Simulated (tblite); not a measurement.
C7H5ClNP.
SMILES: `Cc1pc(Cl)ccc1C#N`

Level: GFN2-xTB in tblite, geometry and Hessian alike; calculated harmonic values, unscaled, isolated species. The method is semi-empirical: single wavenumbers can be off by several per cent or more.

Harmonic wavenumbers (cm⁻¹): 71.9, 93.7, 122.6, 127.4, 212.5, 220.3, 285.1, 328.8, 334.5, 386.2, 423.2, 494.2, 520.9, 577.5, 633.1, 656.1, 730.4, 821.6, 906.1, 914.4, 929.4, 1013.4, 1085.2, 1150.3, 1196.2, 1227.6, 1293.0, 1374.7, 1403.2, 1464.9, 1469.8, 1501.1, 1517.3, 2371.1, 2997.3, 3013.1, 3027.5, 3076.2, 3089.2.

A = 2313, B = 614.5, C = 486.9 MHz; mass 168.985 u (most abundant isotopes); point group Cs, symmetry number 1.

Zero-point energy?

½Σν̃ = 21530 cm⁻¹ = 61.56 kcal/mol.

Give the ideal-gas entropy at 350 K and 1 bar in the rigid-rotor, harmonic-oscillator model (classical rotation).

Translation 42.10, rotation 31.00, vibration 32.45: S = 105.5 cal/(mol K).

And Cp and H(350 K) − H(0)?

Cp = 41.56 cal/(mol K), of which vibrations give 33.61 (their classical limit is 39 R = 77.5); H(350 K) − H(0) = 8.92 kcal/mol without the zero-point energy, 6.14 from vibrations.

What must be added to the electronic energy to get the Gibbs energy at 350 K and 1 bar?

ZPE + [H(350 K) − H(0)] − T·S = 61.56 + 8.92 − 36.94 = 33.54 kcal/mol.

How do the functions run with temperature in this model?

```csv
T (K),S (cal/(mol K)),Cp (cal/(mol K)),H − H(0) (kcal/mol),G − H(0) (kcal/mol),ln q(vib)
150,78.6,23.8,2.30,-9.49,2.43
250,93.0,33.3,5.16,-18.08,4.96
298.15,99.2,37.4,6.87,-22.71,6.19
400,111.3,45.2,11.09,-33.45,8.76
600,132.0,56.4,21.33,-57.84,13.57
900,156.9,66.5,39.92,-101.32,20.09
```

q(vib) and H(0) count from the zero-point level.

Blend soft modes into free rotors: weight 1/[1 + (100 cm⁻¹/ν̃)⁴] for the oscillator and the rest for a rotor with moment μB/(μ + B), μ = h/(8π²ν), B = 10⁻⁴⁴ kg m². What vibrational entropy results?

30.83 cal/(mol K) in place of 32.45, which changes −T·S at 350 K by +0.56 kcal/mol.

Which modes carry the vibrational entropy at 350 K?

71.9 cm⁻¹: 4.42; 93.7 cm⁻¹: 3.90; 122.6 cm⁻¹: 3.37; 127.4 cm⁻¹: 3.30; 212.5 cm⁻¹: 2.32; 220.3 cm⁻¹: 2.25 cal/(mol K); the other 33 give 12.90 together.

Hindered rotation and anharmonicity are outside this model.
